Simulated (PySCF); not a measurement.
CHO2, doublet, geometry from GFN2-xTB, with bond 3-2 at 1.3 times its length; PySCF with HF/def2-SVP.

The PySCF input:
```python
from pyscf import gto, scf

mol = gto.Mole()
mol.atom = '''
    O     1.156235   -0.013127    0.009834
    C    -0.024571    0.191522    0.000459
    O    -1.442754   -0.453344   -0.013911
    H    -0.178603    1.392118    0.003334
'''
mol.basis = 'def2-svp'
mol.charge = 0
mol.spin = 1
mol.verbose = 4
mol.build()

mf = scf.UHF(mol)
mf.diis = False
mf.damp = 0.6
mf.diis_start_cycle = 200
mf.max_cycle = 150
mf.kernel()
```

Problem. What does PySCF print? Leave out banner, timings and long lists.

Solution. 
```
PySCF version 2.14.0

[INPUT] verbose = 4
[INPUT] num. atoms = 4
[INPUT] num. electrons = 23
[INPUT] charge = 0
[INPUT] spin (= nelec alpha-beta = 2S) = 1
[INPUT] symmetry False subgroup None
[INPUT] Mole.unit = angstrom
[INPUT] Symbol           X                Y                Z      unit          X                Y                Z       unit  Magmom
[...]
nuclear repulsion = 57.0452286579616
number of shells = 21
number of NR pGTOs = 79
number of NR cGTOs = 47
basis = def2-svp
ecp = {}

******** <class 'pyscf.scf.uhf.UHF'> ********
method = UHF
initial guess = minao
damping factor = 0.6
level_shift factor = 0
DIIS disabled
SCF conv_tol = 1e-09
SCF conv_tol_grad = None
SCF max_cycles = 150
direct_scf = True
direct_scf_tol = 1e-13
number electrons alpha = 12  beta = 11
Set gradient conv threshold to 3.16228e-05
init E= -187.735287210559

cycle= 1 E= -187.610459648973  delta_E= 0.125  |g|= 0.649  |ddm|= 1.45
cycle= 2 E= -187.811671049134  delta_E= -0.201  |g|= 0.218  |ddm|= 0.403
cycle= 3 E= -187.836020224949  delta_E= -0.0243  |g|= 0.129  |ddm|= 0.118
cycle= 4 E= -187.847217018706  delta_E= -0.0112  |g|= 0.0981  |ddm|= 0.0798
cycle= 5 E= -187.854947134529  delta_E= -0.00773  |g|= 0.0812  |ddm|= 0.0658
cycle= 6 E= -187.861023136344  delta_E= -0.00608  |g|= 0.0706  |ddm|= 0.0575
cycle= 7 E= -187.866127041617  delta_E= -0.0051  |g|= 0.0635  |ddm|= 0.0519
cycle= 8 E= -187.870588396396  delta_E= -0.00446  |g|= 0.0586  |ddm|= 0.0478
cycle= 9 E= -187.874580844695  delta_E= -0.00399  |g|= 0.0549  |ddm|= 0.0447
cycle= 10 E= -187.878198970901  delta_E= -0.00362  |g|= 0.0521  |ddm|= 0.0421
cycle= 11 E= -187.881495454942  delta_E= -0.0033  |g|= 0.0497  |ddm|= 0.0399
cycle= 12 E= -187.884501157317  delta_E= -0.00301  |g|= 0.0475  |ddm|= 0.0378
cycle= 13 E= -187.88723644709  delta_E= -0.00274  |g|= 0.0455  |ddm|= 0.0358
cycle= 14 E= -187.88971747815  delta_E= -0.00248  |g|= 0.0436  |ddm|= 0.0339
cycle= 15 E= -187.891959391101  delta_E= -0.00224  |g|= 0.0417  |ddm|= 0.032
cycle= 16 E= -187.893977659969  delta_E= -0.00202  |g|= 0.0398  |ddm|= 0.0302
cycle= 17 E= -187.895788390674  delta_E= -0.00181  |g|= 0.038  |ddm|= 0.0284
cycle= 18 E= -187.897408102939  delta_E= -0.00162  |g|= 0.0362  |ddm|= 0.0267
cycle= 19 E= -187.898853325097  delta_E= -0.00145  |g|= 0.0344  |ddm|= 0.025
cycle= 20 E= -187.900140184902  delta_E= -0.00129  |g|= 0.0327  |ddm|= 0.0234
cycle= 21 E= -187.901284080725  delta_E= -0.00114  |g|= 0.031  |ddm|= 0.0219
cycle= 22 E= -187.902299457762  delta_E= -0.00102  |g|= 0.0294  |ddm|= 0.0205
cycle= 23 E= -187.903199682425  delta_E= -0.0009  |g|= 0.0278  |ddm|= 0.0192
cycle= 24 E= -187.903996995097  delta_E= -0.000797  |g|= 0.0263  |ddm|= 0.0179
cycle= 25 E= -187.904702518962  delta_E= -0.000706  |g|= 0.0249  |ddm|= 0.0167
cycle= 26 E= -187.905326305253  delta_E= -0.000624  |g|= 0.0235  |ddm|= 0.0156
cycle= 27 E= -187.905877399598  delta_E= -0.000551  |g|= 0.0222  |ddm|= 0.0146
cycle= 28 E= -187.906363918593  delta_E= -0.000487  |g|= 0.0209  |ddm|= 0.0137
cycle= 29 E= -187.906793129356  delta_E= -0.000429  |g|= 0.0197  |ddm|= 0.0128
cycle= 30 E= -187.907171527633  delta_E= -0.000378  |g|= 0.0186  |ddm|= 0.0119
cycle= 31 E= -187.907504911962  delta_E= -0.000333  |g|= 0.0175  |ddm|= 0.0112
cycle= 32 E= -187.907798452633  delta_E= -0.000294  |g|= 0.0165  |ddm|= 0.0104
cycle= 33 E= -187.908056755041  delta_E= -0.000258  |g|= 0.0155  |ddm|= 0.00976
cycle= 34 E= -187.908283917411  delta_E= -0.000227  |g|= 0.0146  |ddm|= 0.00913
cycle= 35 E= -187.908483583174  delta_E= -0.0002  |g|= 0.0137  |ddm|= 0.00854
cycle= 36 E= -187.908658988366  delta_E= -0.000175  |g|= 0.0129  |ddm|= 0.00798
cycle= 37 E= -187.908813004435  delta_E= -0.000154  |g|= 0.0121  |ddm|= 0.00747
cycle= 38 E= -187.908948176892  delta_E= -0.000135  |g|= 0.0113  |ddm|= 0.00699
cycle= 39 E= -187.909066760148  delta_E= -0.000119  |g|= 0.0106  |ddm|= 0.00654
cycle= 40 E= -187.909170748921  delta_E= -0.000104  |g|= 0.00996  |ddm|= 0.00611
cycle= 41 E= -187.9092619065  delta_E= -9.12e-05  |g|= 0.00934  |ddm|= 0.00572
cycle= 42 E= -187.909341790174  delta_E= -7.99e-05  |g|= 0.00876  |ddm|= 0.00535
cycle= 43 E= -187.90941177408  delta_E= -7e-05  |g|= 0.00821  |ddm|= 0.00501
cycle= 44 E= -187.909473069693  delta_E= -6.13e-05  |g|= 0.00769  |ddm|= 0.00469
cycle= 45 E= -187.909526744214  delta_E= -5.37e-05  |g|= 0.0072  |ddm|= 0.00438
cycle= 46 E= -187.909573736991  delta_E= -4.7e-05  |g|= 0.00675  |ddm|= 0.0041
cycle= 47 E= -187.909614874227  delta_E= -4.11e-05  |g|= 0.00632  |ddm|= 0.00384
cycle= 48 E= -187.90965088208  delta_E= -3.6e-05  |g|= 0.00592  |ddm|= 0.00359
cycle= 49 E= -187.909682398354  delta_E= -3.15e-05  |g|= 0.00554  |ddm|= 0.00336
cycle= 50 E= -187.909709982885  delta_E= -2.76e-05  |g|= 0.00519  |ddm|= 0.00315
cycle= 51 E= -187.909734126788  delta_E= -2.41e-05  |g|= 0.00486  |ddm|= 0.00294
cycle= 52 E= -187.909755260646  delta_E= -2.11e-05  |g|= 0.00455  |ddm|= 0.00276
cycle= 53 E= -187.909773761777  delta_E= -1.85e-05  |g|= 0.00426  |ddm|= 0.00258
cycle= 54 E= -187.909789960664  delta_E= -1.62e-05  |g|= 0.00399  |ddm|= 0.00242
cycle= 55 E= -187.909804146639  delta_E= -1.42e-05  |g|= 0.00374  |ddm|= 0.00226
cycle= 56 E= -187.909816572908  delta_E= -1.24e-05  |g|= 0.0035  |ddm|= 0.00212
cycle= 57 E= -187.90982746097  delta_E= -1.09e-05  |g|= 0.00328  |ddm|= 0.00198
cycle= 58 E= -187.909837004531  delta_E= -9.54e-06  |g|= 0.00307  |ddm|= 0.00186
cycle= 59 E= -187.909845372932  delta_E= -8.37e-06  |g|= 0.00288  |ddm|= 0.00174
cycle= 60 E= -187.909852714178  delta_E= -7.34e-06  |g|= 0.0027  |ddm|= 0.00163
cycle= 61 E= -187.909859157594  delta_E= -6.44e-06  |g|= 0.00253  |ddm|= 0.00153
cycle= 62 E= -187.909864816157  delta_E= -5.66e-06  |g|= 0.00237  |ddm|= 0.00143
cycle= 63 E= -187.909869788547  delta_E= -4.97e-06  |g|= 0.00223  |ddm|= 0.00135
cycle= 64 E= -187.909874160941  delta_E= -4.37e-06  |g|= 0.00209  |ddm|= 0.00126
cycle= 65 E= -187.909878008592  delta_E= -3.85e-06  |g|= 0.00196  |ddm|= 0.00118
[...]
cycle= 81 E= -187.909903341545  delta_E= -5.81e-07  |g|= 0.000774  |ddm|= 0.000459
cycle= 82 E= -187.909903864611  delta_E= -5.23e-07  |g|= 0.000735  |ddm|= 0.000435
cycle= 83 E= -187.909904336325  delta_E= -4.72e-07  |g|= 0.000699  |ddm|= 0.000413
cycle= 84 E= -187.909904762521  delta_E= -4.26e-07  |g|= 0.000665  |ddm|= 0.000392
cycle= 85 E= -187.909905148319  delta_E= -3.86e-07  |g|= 0.000633  |ddm|= 0.000372
cycle= 86 E= -187.909905498215  delta_E= -3.5e-07  |g|= 0.000603  |ddm|= 0.000354
cycle= 87 E= -187.909905816153  delta_E= -3.18e-07  |g|= 0.000576  |ddm|= 0.000337
cycle= 88 E= -187.909906105606  delta_E= -2.89e-07  |g|= 0.00055  |ddm|= 0.000321
cycle= 89 E= -187.909906369627  delta_E= -2.64e-07  |g|= 0.000526  |ddm|= 0.000306
cycle= 90 E= -187.909906610903  delta_E= -2.41e-07  |g|= 0.000503  |ddm|= 0.000292
cycle= 91 E= -187.909906831806  delta_E= -2.21e-07  |g|= 0.000482  |ddm|= 0.000279
cycle= 92 E= -187.909907034428  delta_E= -2.03e-07  |g|= 0.000462  |ddm|= 0.000267
cycle= 93 E= -187.909907220616  delta_E= -1.86e-07  |g|= 0.000443  |ddm|= 0.000255
cycle= 94 E= -187.909907392003  delta_E= -1.71e-07  |g|= 0.000425  |ddm|= 0.000244
cycle= 95 E= -187.909907550036  delta_E= -1.58e-07  |g|= 0.000409  |ddm|= 0.000234
cycle= 96 E= -187.909907696  delta_E= -1.46e-07  |g|= 0.000393  |ddm|= 0.000225
cycle= 97 E= -187.90990783103  delta_E= -1.35e-07  |g|= 0.000378  |ddm|= 0.000216
cycle= 98 E= -187.909907956142  delta_E= -1.25e-07  |g|= 0.000364  |ddm|= 0.000207
cycle= 99 E= -187.909908072235  delta_E= -1.16e-07  |g|= 0.000351  |ddm|= 0.000199
cycle= 100 E= -187.909908180114  delta_E= -1.08e-07  |g|= 0.000339  |ddm|= 0.000191
cycle= 101 E= -187.909908280496  delta_E= -1e-07  |g|= 0.000327  |ddm|= 0.000184
cycle= 102 E= -187.909908374024  delta_E= -9.35e-08  |g|= 0.000316  |ddm|= 0.000178
cycle= 103 E= -187.909908461274  delta_E= -8.73e-08  |g|= 0.000305  |ddm|= 0.000171
cycle= 104 E= -187.909908542762  delta_E= -8.15e-08  |g|= 0.000295  |ddm|= 0.000165
cycle= 105 E= -187.909908618953  delta_E= -7.62e-08  |g|= 0.000285  |ddm|= 0.000159
cycle= 106 E= -187.909908690265  delta_E= -7.13e-08  |g|= 0.000276  |ddm|= 0.000154
cycle= 107 E= -187.909908757078  delta_E= -6.68e-08  |g|= 0.000268  |ddm|= 0.000149
cycle= 108 E= -187.909908819733  delta_E= -6.27e-08  |g|= 0.000259  |ddm|= 0.000144
cycle= 109 E= -187.90990887854  delta_E= -5.88e-08  |g|= 0.000251  |ddm|= 0.000139
cycle= 110 E= -187.909908933779  delta_E= -5.52e-08  |g|= 0.000244  |ddm|= 0.000135
cycle= 111 E= -187.909908985707  delta_E= -5.19e-08  |g|= 0.000236  |ddm|= 0.00013
cycle= 112 E= -187.909909034557  delta_E= -4.88e-08  |g|= 0.000229  |ddm|= 0.000126
cycle= 113 E= -187.909909080541  delta_E= -4.6e-08  |g|= 0.000222  |ddm|= 0.000122
cycle= 114 E= -187.909909123855  delta_E= -4.33e-08  |g|= 0.000216  |ddm|= 0.000118
cycle= 115 E= -187.909909164678  delta_E= -4.08e-08  |g|= 0.00021  |ddm|= 0.000115
cycle= 116 E= -187.909909203171  delta_E= -3.85e-08  |g|= 0.000204  |ddm|= 0.000111
cycle= 117 E= -187.909909239488  delta_E= -3.63e-08  |g|= 0.000198  |ddm|= 0.000108
cycle= 118 E= -187.909909273765  delta_E= -3.43e-08  |g|= 0.000192  |ddm|= 0.000105
cycle= 119 E= -187.909909306133  delta_E= -3.24e-08  |g|= 0.000187  |ddm|= 0.000102
cycle= 120 E= -187.909909336708  delta_E= -3.06e-08  |g|= 0.000182  |ddm|= 9.88e-05
cycle= 121 E= -187.909909365601  delta_E= -2.89e-08  |g|= 0.000177  |ddm|= 9.59e-05
cycle= 122 E= -187.909909392914  delta_E= -2.73e-08  |g|= 0.000172  |ddm|= 9.32e-05
cycle= 123 E= -187.909909418739  delta_E= -2.58e-08  |g|= 0.000167  |ddm|= 9.05e-05
cycle= 124 E= -187.909909443168  delta_E= -2.44e-08  |g|= 0.000162  |ddm|= 8.8e-05
cycle= 125 E= -187.90990946628  delta_E= -2.31e-08  |g|= 0.000158  |ddm|= 8.55e-05
cycle= 126 E= -187.909909488151  delta_E= -2.19e-08  |g|= 0.000154  |ddm|= 8.31e-05
cycle= 127 E= -187.909909508853  delta_E= -2.07e-08  |g|= 0.00015  |ddm|= 8.08e-05
cycle= 128 E= -187.909909528454  delta_E= -1.96e-08  |g|= 0.000146  |ddm|= 7.85e-05
cycle= 129 E= -187.909909547013  delta_E= -1.86e-08  |g|= 0.000142  |ddm|= 7.64e-05
cycle= 130 E= -187.909909564591  delta_E= -1.76e-08  |g|= 0.000138  |ddm|= 7.43e-05
cycle= 131 E= -187.909909581241  delta_E= -1.67e-08  |g|= 0.000134  |ddm|= 7.22e-05
cycle= 132 E= -187.909909597016  delta_E= -1.58e-08  |g|= 0.000131  |ddm|= 7.03e-05
cycle= 133 E= -187.909909611961  delta_E= -1.49e-08  |g|= 0.000127  |ddm|= 6.84e-05
cycle= 134 E= -187.909909626125  delta_E= -1.42e-08  |g|= 0.000124  |ddm|= 6.65e-05
cycle= 135 E= -187.909909639549  delta_E= -1.34e-08  |g|= 0.00012  |ddm|= 6.47e-05
cycle= 136 E= -187.909909652272  delta_E= -1.27e-08  |g|= 0.000117  |ddm|= 6.3e-05
cycle= 137 E= -187.909909664332  delta_E= -1.21e-08  |g|= 0.000114  |ddm|= 6.13e-05
cycle= 138 E= -187.909909675767  delta_E= -1.14e-08  |g|= 0.000111  |ddm|= 5.97e-05
cycle= 139 E= -187.909909686607  delta_E= -1.08e-08  |g|= 0.000108  |ddm|= 5.81e-05
cycle= 140 E= -187.909909696885  delta_E= -1.03e-08  |g|= 0.000105  |ddm|= 5.65e-05
cycle= 141 E= -187.909909706631  delta_E= -9.75e-09  |g|= 0.000103  |ddm|= 5.5e-05
cycle= 142 E= -187.909909715874  delta_E= -9.24e-09  |g|= 0.0001  |ddm|= 5.35e-05
cycle= 143 E= -187.909909724638  delta_E= -8.76e-09  |g|= 9.74e-05  |ddm|= 5.21e-05
cycle= 144 E= -187.909909732951  delta_E= -8.31e-09  |g|= 9.49e-05  |ddm|= 5.08e-05
cycle= 145 E= -187.909909740835  delta_E= -7.88e-09  |g|= 9.24e-05  |ddm|= 4.94e-05
cycle= 146 E= -187.909909748313  delta_E= -7.48e-09  |g|= 9e-05  |ddm|= 4.81e-05
cycle= 147 E= -187.909909755406  delta_E= -7.09e-09  |g|= 8.76e-05  |ddm|= 4.68e-05
cycle= 148 E= -187.909909762134  delta_E= -6.73e-09  |g|= 8.53e-05  |ddm|= 4.56e-05
cycle= 149 E= -187.909909768516  delta_E= -6.38e-09  |g|= 8.31e-05  |ddm|= 4.44e-05
cycle= 150 E= -187.90990977457  delta_E= -6.05e-09  |g|= 8.1e-05  |ddm|= 4.32e-05
SCF not converged.
SCF energy = -187.90990977457 after 150 cycles  <S^2> = 0.76568226  2S+1 = 2.0156213
```

Convergence was not reached.
